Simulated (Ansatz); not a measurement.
Two isomers of C4H8Si: A = `C=C1CC1[SiH3]`, B = `C#CC[SiH2]C`.

Gas-phase electronic energies from Ansatz, PBE0-D4/def2-TZVP geometries. CCSD(T)/CBS is the MP2 limit (def2-TZVPP, def2-QZVPP) plus CCSD(T) − MP2 in def2-TZVPP, frozen cores. DFT in def2-TZVPP. B3LYP here is the variant with VWN-RPA as its local correlation; programs differ in this. Each species was taken in one conformer, which may not be the lowest.

A:

Z-matrix (Å, degrees):
```
C
C 1 1.453
C 1 1.541 2 58.3
H 1 1.085 2 118.5 3 106.1
H 1 1.086 2 119.1 3 -106.6
C 2 1.315 1 148.6 3 179.3
Si 3 1.860 1 119.1 2 -108.1
H 3 1.088 1 115.4 2 106.4
H 6 1.085 2 121.2 1 -179.9
H 6 1.084 2 121.1 1 0.4
H 7 1.489 3 110.9 1 -89.9
H 7 1.487 3 111.0 1 149.7
H 7 1.487 3 108.3 1 29.8
```

B:

```xyz
13

C     0.985   -1.654    1.819
C     1.177   -0.761    1.038
C     1.334    0.323    0.096
Si   -0.344    1.102   -0.322
C    -1.514   -0.181   -1.000
H     0.837   -2.447    2.513
H     1.798   -0.036   -0.829
H     1.992    1.098    0.505
H    -0.892    1.720    0.915
H    -0.104    2.182   -1.321
H    -1.131   -0.609   -1.929
H    -1.643   -0.992   -0.279
H    -2.495    0.255   -1.206
```

(1) Which isomer does CCSD(T)/CBS put lower? Give the gap. (Estimate.)

(2) Give E(B) − E(A) in kcal/mol with B3LYP-D4, MP2/def2-TZVPP, CCSD/def2-TZVPP, CCSD(T)/def2-TZVPP, ωB97M-V, B2PLYP, r2SCAN-D4. (Best estimate.)

Largest T1 diagnostic: 0.011.

Answers

(1) Ansatz gave: B, by 14.9 kcal/mol.

(2) The calculation gave: B3LYP-D4 -13.2, MP2/def2-TZVPP -15.4, CCSD/def2-TZVPP -14.4, CCSD(T)/def2-TZVPP -14.3, ωB97M-V -13.1, B2PLYP -15.0, r2SCAN-D4 -11.1. None reverses the order clearly.
